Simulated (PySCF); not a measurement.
Point-charge models of `CN(C)Cc1cnoc1[SiH3]` against its computed dipole.

Coordinates (GFN2-xTB, Å) and charges (e) from the PBE0/pcSseg-1 density (PySCF):

| atom | x | y | z | Mulliken | IAO | Hirshfeld | ESP-fitted |
| --- | --- | --- | --- | --- | --- | --- | --- |
| C1 | 0.956 | 1.151 | -1.118 | -0.1021 | -0.3074 | -0.0729 | -0.4479 |
| N2 | 0.877 | 0.502 | 0.175 | -0.6618 | -0.2324 | -0.0598 | +0.1995 |
| C3 | 1.984 | 0.897 | 1.020 | -0.0829 | -0.3054 | -0.0682 | -0.3759 |
| C4 | 0.780 | -0.944 | 0.023 | +0.1388 | -0.1573 | -0.0206 | -0.4762 |
| C5 | -0.611 | -1.287 | -0.377 | -0.4691 | -0.0857 | -0.0408 | -0.0726 |
| C6 | -1.133 | -2.318 | -1.185 | +0.1794 | -0.0702 | -0.0182 | +0.2103 |
| N7 | -2.435 | -2.232 | -1.257 | -0.1291 | -0.1286 | -0.1189 | -0.4002 |
| O8 | -2.805 | -1.161 | -0.516 | -0.2766 | -0.1289 | -0.0256 | -0.0574 |
| C9 | -1.722 | -0.583 | 0.019 | +0.0600 | -0.1002 | -0.0320 | +0.1331 |
| Si10 | -1.821 | 0.941 | 1.107 | +0.5891 | +0.6183 | +0.2957 | +0.3246 |
| H11 | 0.106 | 0.849 | -1.727 | +0.1396 | +0.1510 | +0.0384 | +0.1551 |
| H12 | 0.920 | 2.231 | -0.982 | +0.1255 | +0.1466 | +0.0450 | +0.1461 |
| H13 | 1.883 | 0.895 | -1.655 | +0.0959 | +0.1110 | +0.0309 | +0.1267 |
| H14 | 1.970 | 1.980 | 1.137 | +0.1189 | +0.1483 | +0.0480 | +0.1278 |
| H15 | 2.960 | 0.601 | 0.605 | +0.0929 | +0.1117 | +0.0322 | +0.1156 |
| H16 | 1.871 | 0.444 | 2.004 | +0.1220 | +0.1457 | +0.0453 | +0.1249 |
| H17 | 1.506 | -1.338 | -0.709 | +0.1042 | +0.1172 | +0.0359 | +0.1724 |
| H18 | 0.996 | -1.408 | 0.991 | +0.1420 | +0.1531 | +0.0482 | +0.1860 |
| H19 | -0.615 | -3.100 | -1.703 | +0.0886 | +0.1754 | +0.0695 | +0.1076 |
| H20 | -1.438 | 2.131 | 0.354 | -0.0902 | -0.1179 | -0.0728 | -0.0946 |
| H21 | -3.233 | 1.051 | 1.496 | -0.0919 | -0.1273 | -0.0841 | -0.1108 |
| H22 | -1.006 | 0.718 | 2.298 | -0.0933 | -0.1171 | -0.0749 | -0.0943 |

Problem. Compute μ = Σ q r for each scheme (1 e·Å = 4.803 D) and compare with the dipole of the full density.

Solution. The full density gives (4.50, 1.15, 0.62) D, 4.69 D in size; dipole vectors point from the negative to the positive end.

```tsv
scheme	μx	μy	μz	size (D)	share of the full size (%)	angle to the full dipole (°)
Mulliken	5.17	2.50	1.37	5.91	126	13
IAO	3.85	1.67	1.07	4.34	92	11
Hirshfeld	2.59	0.95	0.53	2.81	60	7
ESP-fitted	4.49	1.09	0.58	4.66	99	1
```

Problem. Which set comes closest?

Solution. Length of the difference vector: ESP-fitted 0.07 D, IAO 0.95 D, Mulliken 1.68 D, Hirshfeld 1.92 D. Closest: ESP-fitted. ESP charges are fitted to the potential around the molecule, whose slowest-falling term is the dipole's. The schemes that divide the density aren't constrained to reproduce the dipole.

Problem. What is left for the Hirshfeld atoms' own dipoles?

Solution. The Hirshfeld atoms' densities add up to the full density, so μ = Σ q r + Σ (atomic dipoles). The atomic dipoles sum to (4.50, 1.15, 0.62) − (2.59, 0.95, 0.53) = (1.91, 0.20, 0.09) D, 1.92 D in size.

Problem. With the origin at the mean of the coordinates, (0.000, 0.001, 0.000) Å, which are the largest single terms, by size, of the Mulliken dipole along the direction of the full one?

Solution. O8 +4.05, Si10 -3.88, N2 -3.14, C5 +2.15, N7 +1.89 D; all 22 atoms together +5.76 D. The single terms depend on the origin, their sum doesn't.

Problem. Give the size of the full dipole in other units.

Solution. 4.69 D = 1.845 au = 0.976 e·Å = 15.64 × 10⁻³⁰ C·m.

Isolated species at its GFN2-xTB geometry (one conformer only).

These values come from a run that also computed NMR shieldings. Time: 1.8 min of wall time (with the writing of density and orbital grids); peak memory 1.1 GiB. Hardware: Arm Neoverse V1, one thread, no GPU, shared host.

Conformer computed: `[CH3:1][N:2]([CH3:3])[CH2:4][c:5]1[cH:6][n:7][o:8][c:9]1[SiH3:10]`: C1–N2–C4–C5 -77°, N2–C4–C5–C6 148°.
